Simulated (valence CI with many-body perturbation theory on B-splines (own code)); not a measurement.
Level structure of As19+

Computed by configuration interaction combined with many-body perturbation theory (CI+MBPT): four valence electrons over a frozen Dirac-Fock core [Ne], a basis of 9 s, 9 p, 8 d, 6 f, 3 g, 1 h functions for each j, with the one-electron correlation potential Σ1 (screened to all orders), the two-electron term Σ2, the three-electron term Σ3, Breit, model QED; selected single and double excitations, second order for the rest, scaled by the run's own slope (own B-spline code, finite nucleus).

No measured levels were compared; by estimate levels of excited configurations hold to 0.05 to 0.15 % of their energy, terms of the ground configuration to about 0.5 %.

Levels 1 to 36 of 36, with energies above the lowest level, 3s2.3p2 3P_0. "Leading %" is the weight of the configuration and term that name the level; weights of strongly mixed levels are sums over their largest components and can fall short, so below about 35 % the name and the second component can differ from the true leading terms, or belong to a minority configuration. In the jj column 3d3/2^4 stands for four electrons in 3d with j = 3/2.

```csv
No.,Configuration,Term,J,E (cm⁻¹),Leading %,g,Leading jj,Second component
1,3s2.3p2,3P,0,0,87,,3s^2 3p1/2^2 (90 %),11 % 3s2.3p2 1S
2,3s2.3p2,3P,1,40989,97,1.499,3s^2 3p1/2 3p3/2 (97 %),
3,3s2.3p2,3P,2,62114,67,1.340,3s^2 3p1/2 3p3/2 (85 %),31 % 3s2.3p2 1D
4,3s2.3p2,1D,2,124640,66,1.157,3s^2 3p3/2^2 (85 %),31 % 3s2.3p2 3P
5,3s2.3p2,1S,0,186700,86,,3s^2 3p3/2^2 (89 %),11 % 3s2.3p2 3P
6,3s.3p3,5S°,2,376510,93,1.965,3s 3p1/2 3p3/2^2 (45 %),6 % 3s.3p3 3P°
7,3s.3p3,3D°,1,474660,74,0.638,3s 3p1/2^2 3p3/2 (50 %),11 % 3s.3p3 3P°
8,3s.3p3,3D°,2,477590,72,1.237,3s 3p1/2 3p3/2^2 (58 %),13 % 3s.3p3 3P°
9,3s.3p3,3D°,3,493690,88,1.332,3s 3p1/2 3p3/2^2 (88 %),10 % 3s2.3p.3d 3D°
10,3s.3p3,3P°,0,548640,90,,3s 3p1/2 3p3/2^2 (90 %),9 % 3s2.3p.3d 3P°
11,3s.3p3,3P°,1,553730,76,1.388,3s 3p1/2 3p3/2^2 (65 %),10 % 3s.3p3 3D°
12,3s.3p3,3P°,2,555310,45,1.314,3s 3p1/2 3p3/2^2 (32 %),18 % 3s.3p3 1D°
13,3s.3p3,1D°,2,604710,33,1.130,3s 3p3/2^3 (41 %),32 % 3s2.3p.3d 1D°
14,3s.3p3,3S°,1,657110,62,1.645,3s 3p1/2 3p3/2^2 (60 %),30 % 3s.3p3 1P°
15,3s2.3p.3d,3F°,2,665080,90,0.693,3s^2 3p1/2 3d3/2 (69 %),6 % 3s.3p3 1D°
16,3s2.3p.3d,3F°,3,686430,94,1.087,3s^2 3p1/2 3d5/2 (61 %),
17,3s.3p3,1P°,1,722000,52,1.318,3s 3p3/2^3 (57 %),30 % 3s.3p3 3S°
18,3s2.3p.3d,3F°,4,724830,98,1.249,3s^2 3p3/2 3d5/2 (98 %),
19,3s2.3p.3d,3P°,2,744470,48,1.295,3s^2 3p1/2 3d5/2 (74 %),17 % 3s2.3p.3d 3D°
20,3s2.3p.3d,3D°,1,756470,54,0.848,3s^2 3p1/2 3d3/2 (72 %),26 % 3s2.3p.3d 3P°
21,3s2.3p.3d,1D°,2,787430,33,1.066,3s^2 3p3/2 3d3/2 (50 %),32 % 3s2.3p.3d 3D°
22,3s2.3p.3d,3P°,0,793070,88,,3s^2 3p3/2 3d3/2 (88 %),9 % 3s.3p3 3P°
23,3s2.3p.3d,3D°,3,799130,81,1.309,3s^2 3p3/2 3d5/2 (46 %),9 % 3s.3p3 3D°
24,3s2.3p.3d,3P°,1,800110,57,1.171,3s^2 3p3/2 3d3/2 (75 %),27 % 3s2.3p.3d 3D°
25,3s2.3p.3d,3P°,2,807980,37,1.290,3s^2 3p3/2 3d5/2 (56 %),36 % 3s2.3p.3d 3D°
26,3s2.3p.3d,1F°,3,866500,91,1.016,3s^2 3p3/2 3d5/2 (44 %),5 % 3s2.3p.3d 3D°
27,3s2.3p.3d,1P°,1,890880,80,0.983,3s^2 3p3/2 3d5/2 (68 %),10 % 3s.3p3 1P°
28,3p4,3P,2,954140,48,1.398,3p1/2^2 3p3/2^2 (60 %),28 % 3s.3p2.3d 3P
29,3s.3p2.3d,5F,1,986790,86,0.160,3s 3p1/2^2 3d3/2 (54 %),5 % 3s.3p2.3d 5D
30,3s.3p2.3d,5F,2,995370,86,1.054,3s 3p1/2 3p3/2 3d3/2 (38 %),9 % 3s.3p2.3d 5D
31,3p4,3P,0,999690,48,,3p1/2^2 3p3/2^2 (43 %),30 % 3s.3p2.3d 3P
32,3p4,3P,1,1001200,50,1.399,3p1/2 3p3/2^3 (50 %),39 % 3s.3p2.3d 3P
33,3s.3p2.3d,5F,3,1008300,82,1.290,3s 3p1/2 3p3/2 3d3/2 (39 %),14 % 3s.3p2.3d 5D
34,3p4,1D,2,1018200,50,1.099,3p1/2 3p3/2^3 (56 %),23 % 3s.3p2.3d 1D
35,3s.3p2.3d,5F,4,1028300,88,1.362,3s 3p1/2 3p3/2 3d5/2 (73 %),11 % 3s.3p2.3d 5D
36,3s.3p2.3d,5D,0,1038000,93,,3s 3p1/2 3p3/2 3d3/2 (79 %),
```

Names give the largest LS component (configuration and term), which can be under half, so a name can repeat, a term be missing and a line seem to break the LS rules; names also repeat where a configuration has a term twice.

The ionisation energy to 3s2.3p 2P°_1/2 of the next ion comes out as 773.1 eV (NIST: 774 ± 1.8 eV (semi-empirical)). All 36 levels together are meant to be complete up to 1039700 cm⁻¹.
